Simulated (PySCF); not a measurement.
# Two-dimensional NMR puzzle

Compound of formula C₄H₁₇N₃Si₃. Correlations simulated from computed shifts and the bond graph:

HSQC (one-bond C–H):
```csv
δH,δC
0.89,26.4
```

COSY cross peaks (H two or three bonds apart, from the bond graph; peaks can be absent where the dihedral angle is near 90°):
```csv
δH,δH
5.39,5.27
```

HMBC (two and three bonds, from the bond graph):
```csv
δH,δC
5.00,"26.4, 16.8"
0.89,"26.4, 16.8"
```

Carbons without hydrogens: δ 16.8.

PySCF 2.14 calculation with σ from GIAO-PBE0/pcSseg-1 and PBE0-D3(BJ)/def2-SVP structure; non-relativistic, isolated molecule, fast rotation and ring inversion assumed for equivalent nuclei, one conformer.

Chemical shifts δ = σref − σ; ¹H (σref 31.27) and ¹³C (σref 184.41) against TMS, all at this level.

Exchangeable hydrogens are left out of these lists.

Question: Work out the connectivity.

Answer: `CC(C)(C)[SiH]1N[SiH2]N[SiH2]N1`.

Mapped SMILES: `[CH3:1][C:2]([CH3:3])([CH3:4])[SiH:5]1[NH:6][SiH2:7][NH:8][SiH2:9][NH:10]1`. Hydrogens are named by the atom that carries them. Ha(Si7), Ha(Si9) are cis to C2 on the ring; Hb(Si7), Hb(Si9) are trans to C2 on the ring.

δC 26.4 is C1/C3/C4, a methyl carbon (δH 0.89). δC 16.8 is C2, a fully substituted sp3 carbon bonded to Si. HMBC from δH 5.00 reaches the proton-free carbon C2. HMBC from δH 0.89 reaches the proton-free carbon C2. COSY links 5.39–5.27.

This is the structure that produced the data.

OH and NH positions are those of a molecule without intermolecular hydrogen bonds; in solution they move with solvent, concentration and temperature, and exchange usually removes their couplings. Shifts are as computed. Against solution values, carbons near 30 ppm lie about +2 ppm off and those near 130 ppm about +5 ppm. Of 1309 compounds with measured shifts, 239 miss one by over three times the rms of a fit or turn the order of signals round; such compounds aren't used in these exercises.
